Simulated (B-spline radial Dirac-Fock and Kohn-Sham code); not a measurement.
The computed values come from a radial atomic solver: Dirac-Fock energy differences between relaxed states, corrected for Breit and QED terms. K edges are those of the screened (neutral excited atom) model, which lie within a few eV to tens of eV of tabulated edges.

An X-ray tube with a molybdenum target emits Kα1 at 17477.8 eV and Kβ1 at 19603.3 eV. K edges of lighter neighbours: Rb 15200.7 eV, Sr 16108.9 eV, Zr 17998.0 eV, Nb 18984.3 eV.

Q: Which of these can serve as a Kβ filter, and which fluoresce under Kα1?

A: A Kβ filter needs its edge between the two lines: Zr, Nb. Kα1 lies above the K edges of Rb, Sr, which therefore fluoresce.
